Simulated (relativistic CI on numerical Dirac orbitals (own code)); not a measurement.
# Hyperfine structure of Xe LII, mass number 129

Computed by Dirac-Coulomb-Breit CI, orbitals from a KLI potential per configuration, QED by a radiative potential, unscaled Slater integrals (own radial code, finite nucleus).

CI space (outside the closed core 1s2): 2s, 2p, 3s, 3p, 3d, 4s, 4p, 4d, 4f, 5s, 5p, 5d, 5f, 5g. Levels of other configurations are missing.

Nuclear spin I = 1/2, μ = -0.77796 μN (tables of Stone and Pyykkö). The electronic factors are computed for point nuclear moments, without core polarisation or the Bohr-Weisskopf and QED corrections.

| Level | E (eV) | A (GHz) |
| --- | --- | --- |
| 2s ²S1/2 | 0.00 | -10320 |
| 2p ²P°1/2 | 120.04 | -3310 |
| 2p ²P°3/2 | 492.58 | -498.9 |
| 3s ²S1/2 | 5517.42 | -3058 |
| 3p ²P°1/2 | 5550.48 | -1006 |
| 3p ²P°3/2 | 5661.19 | -152.1 |
| 3d ²D3/2 | 5671.56 | -87.79 |
| 3d ²D5/2 | 5705.15 | -36.08 |

Levels with J = 0, under 50 % of one LS term, or S terms without an open s electron are left out. Small factors come from cancelling terms and can be off by tens of per cent or more.

At this charge energies of transitions that change n are usually good to better than 1 %, and those within a shell (Δn = 0) to a few per cent.

Task: Give the hyperfine levels of 2s ²S1/2 relative to its centre of gravity.

Result: With K = F(F + 1) − I(I + 1) − J(J + 1), E = AK/2: F = 0: 7738, F = 1: -2579 GHz.
